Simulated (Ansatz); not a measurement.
Species: CH6BO, charge 1, multiplicity 1. It need not be the lowest isomer of its formula. 
Structure (B3LYP-D3(BJ)/def2-TZVP (Ansatz, a program for electronic structure) minimum search):
```xyz
9

B      1.4116     0.0423    -0.1639
O      0.0657     0.4103     0.1117
C     -1.1669    -0.4583     0.0118
H      1.5569    -1.0724    -0.5076
H      2.1901     0.9106    -0.0074
H     -0.8014    -1.4243    -0.3160
H     -1.5982    -0.4929     1.0067
H     -1.8139     0.0119    -0.7212
H     -0.1152     1.3229     0.4008
```
Charge +1, spin multiplicity 1.

Basis-set convergence of Hartree-Fock and CCSD(T) correlation energies (hartree) with Ansatz. Cores are frozen in the correlated levels unless marked. No spin-orbit coupling. No relativistic terms.

```tsv
basis	functions	E(HF)	E(corr, CCSD(T))
cc-pVDZ	-	-140.65764	-0.45763
cc-pVTZ	174	-140.70584	-0.55929
cc-pVQZ	345	-140.71609	-0.59085
```

Extrapolating the two largest sets (X = 3 and 4) as X^-3: E(corr) = (64·(-0.59085) - 27·(-0.55929))/37 = -0.6139 Eh, an estimate of the basis-set limit. The largest set recovers 96.2 % of it, the smallest 74.5 %.
